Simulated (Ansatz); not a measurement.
**Relative stability**

The two ends of one reaction step of GaH$_{2}$Cl$_{3}$, closed shell (PBE0-D4/def2-TZVP).

A:

```tsv
atom	x (Å)	y (Å)	z (Å)
Ga1	0.3527	0.3294	-0.6597
Cl2	1.8410	-1.1758	-0.6391
Cl3	-1.3878	0.0775	-1.8355
Cl4	0.6985	2.1697	0.3247
H5	-0.4871	-0.9665	1.4067
H6	-1.0173	-0.4344	1.4030
```

B:

```xyz
6
angstrom
Ga -0.5489 0.6500 0.1457
Cl 1.2841 -1.2746 0.7030
Cl -1.0519 -0.4014 -1.6776
Cl 0.7927 2.2896 -0.1506
H 0.9323 -1.7528 -0.4407
H -1.4083 0.4891 1.4202
```

Computed with Ansatz 0.2.0 (basis: def2-TZVPP); correlated methods freeze the cores. Filled d shells of the heavier atoms are correlated. The def2 sets are not built for correlating such inner shells, so the correlated values are less sure here. B3LYP uses VWN-RPA correlation.

Question: Which structure is lower at CCSD(T), and by how much? (An estimate is asked for; the value comes from the calculation.)

Answer: By the calculation: A, by 63.3 kJ/mol (electronic energy, against the other). By their contacts, A is a complex of GaCl₃ ([Cl][Ga]([Cl])[Cl]) + H₂ and B is GaH₂Cl₃ ([Cl][GaH]([Cl])[ClH]).

All methods give the same order:

```tsv
method	E(B) − E(A) (kJ/mol)
SPW92	41.4
PBE-D4	57.0
BLYP-D4	60.0
r2SCAN-D4	63.1
B97M-V	55.6
PBE0-D4	59.1
B3LYP-D4	60.8
r2SCAN0-D4	63.7
BHLYP-D4	63.3
CAM-B3LYP-D4	57.4
wB97X-V	60.7
wB97M-V	58.8
B2PLYP	64.7
PBE-QIDH	64.2
RPA on PBE	60.1
HF	73.3
MP2	68.4
CCSD	62.6
CCSD(T)	63.3
```

No T1 diagnostic of these runs exceeds 0.011.

Labels in which every atom is bracketed show which atoms are joined, not bond orders.

For scale, one of the runs: CCSD(T)/def2-TZVPP, 202 basis functions, launched by `ansatz run in.yaml --threads 4 --pin off --events-out ev --progress --plain --max-ram 9574MiB`. Time: 68 s of wall clock on 4 CPU threads of an Arm Neoverse V1; the host was shared. Peak host memory: 2.3 GiB.
